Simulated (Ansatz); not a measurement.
Ansatz results at the PBE0-D4/def2-TZVP geometry: HOMO–LUMO gap (B3LYP/def2-TZVPP) 8.36 eV; LUMO energy (PBE0/def2-TZVPP) 0.22 eV; HOMO energy (PBE/def2-TZVPP) -7.23 eV.

Each molecule was computed in one conformer, which needn't be the lowest.

Task: Which molecule gave them?
A. `N[SiH2][Si](N)(O)O`
B. `O[SiH](O)C[SiH](Cl)Cl`
C. `O[SiH2][SiH2]Cl`
D. `O[SiH](O)[SiH2]Cl`

Result: B. The others give `O[SiH2][SiH2]Cl`: 6.58, -0.99, -6.71; `O[SiH](O)[SiH2]Cl`: 6.76, -0.64, -6.52; `N[SiH2][Si](N)(O)O`: 6.78, 0.24, -5.65.

B3LYP here is the variant with VWN-RPA as its local correlation; programs differ in this.
